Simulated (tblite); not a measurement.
Species: C2H7F3NSi2 (doublet state).
Atom-mapped SMILES: `[F:1][C:2]([F:3])([F:4])[CH2:5][N:6][SiH2:7][SiH3:8]` (hydrogens: H9, H10 on C5; H11, H12 on Si7; H13, H14, H15 on Si8)

Computed geometry: GFN2-xTB, gas phase. This method treats the open shell by occupation alone, without spin polarisation.

(1) List the bond lengths, angles and torsions at this level.

## Answers

(1) 
| bond | length (pm) |
| --- | --- |
| F1–C2, C2–F3, C2–F4 | 134.3 |
| C2–C5 | 152.5 |
| C5–N6 | 140.3 |
| N6–Si7 | 164.6 |
| Si7–Si8 | 240.3 |
| C5–H9, C5–H10 | 110.1 |
| Si7–H11 | 146.8 |
| Si7–H12 | 145.9 |
| Si8–H13, Si8–H14, Si8–H15 | 146.0 |

Bonds in one row agree within 1 pm and their mean is given. A selection of angles:
| angle | degrees |
| --- | --- |
| F1–C2–F3 | 106.5 |
| F1–C2–F4 | 106.2 |
| F1–C2–C5 | 113.1 |
| F3–C2–C5 | 112.2 |
| C2–C5–N6 | 115.1 |
| C5–N6–Si7 | 133.7 |
| N6–Si7–Si8 | 100.7 |

Torsions: F1–C2–C5–N6 61° (synclinal); C2–C5–N6–Si7 7° (synperiplanar); C5–N6–Si7–Si8 91° (anticlinal). The mirror-image conformer, all signs reversed, is as good.

Si8 (silicon bonded to Si and 3 H) is tetrahedral (angles from 106.4° to 110.6°). Of the pairs four or more bonds apart, F4···Si7 is among the closest relative to their van der Waals radii: 3.12 Å, 87 % of the sum of Bondi's values. Si7 (silicon bonded to N, Si and 2 H) has angles from 100.7° to 127.8°.

Point group: C1 (no symmetry element, even within 0.4 Å). Its GFN2-xTB frequencies are all real (lowest 36 cm⁻¹).

On one thread of an Arm Neoverse N1, no GPU, on a shared host, this took 2.0 s of wall time. These figures are those of the optimisation.
